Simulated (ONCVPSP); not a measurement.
**Which change was made? (C, ONCV)**

```
Element                 : C
Generator               : ONCVPSP 4.0.1
Type                    : optimised norm-conserving Vanderbilt (ONCV)
Functional              : PBEsol
Relativity              : fully relativistic
Frozen core             : [He]
Valence charge          : 4
Reference configuration : 2s2 2p2
Partial waves           : 2s: rc 1.25 bohr, ncon 4, nbas 6, qcut 5.7 1/bohr, 1 projector; 2p: rc 2.50 bohr, ncon 3, nbas 7, qcut 5.3 1/bohr, 3 projectors, debl 2.7 Ha
Local potential         : polynomial inside 0.80 bohr (lpopt 5, dvloc0 0 Ha)
Core correction         : none
```

Open shells are filled in proportion to 2j + 1.

Cutoffs, loose and tight: the cutoffs (Ha) at which the residual kinetic energy of the hardest occupied pseudo-wave falls to 1 and 0.1 mHa per electron. They do not see the model core or the augmentation charge, which bear on the density cutoff. Test errors are all-electron minus pseudo excitation energies from the reference, over the configurations 2s2 2p1; 2s2 2p0; 2s1 2p0; 2s2 2p1.5; variants that change the core or the reference have their own tests.

The base gives: outcome: generated; cutoff, loose: 19 Ha; cutoff, tight: 44 Ha; bound ghosts: p3/2, p1/2; GHOST(+) flags above zero: none; largest test error (meV): +1467.

(1) After one change the result is: outcome: generated; cutoff, loose: 19 Ha; cutoff, tight: 44 Ha; bound ghosts: p3/2, p1/2; GHOST(+) flags above zero: none; largest test error (meV): +2939. Which change was it?
A. p: rc 3.58
B. reference 2s2; wave 2p: rc 2.50 bohr, ncon 3, nbas 7, qcut 5.3 1/bohr, 3 projectors, debl 2.7 Ha becomes p scattering state at 0.16 Ha: rc 2.50 bohr, ncon 3, nbas 7, qcut 5.3 1/bohr, 3 projectors, debl 2.7 Ha
C. p: debl 5.2

## Answers

(1) A. The others give: reference 2s2; wave 2p: rc 2.50 bohr, ncon 3, nbas 7, qcut 5.3 1/bohr, 3 projectors, debl 2.7 Ha becomes p scattering state at 0.16 Ha: rc 2.50 bohr, ncon 3, nbas 7, qcut 5.3 1/bohr, 3 projectors, debl 2.7 Ha → outcome: generated, projector energies reset by the program; cutoff, loose: 29 Ha; cutoff, tight: 46 Ha; bound ghosts: p3/2, p1/2; GHOST(+) flags above zero: none; largest test error (meV): +933 | p: debl 5.2 → outcome: generated; cutoff, loose: 19 Ha; cutoff, tight: 44 Ha; bound ghosts: none; GHOST(+) flags above zero: p3/2; largest test error (meV): +1464.
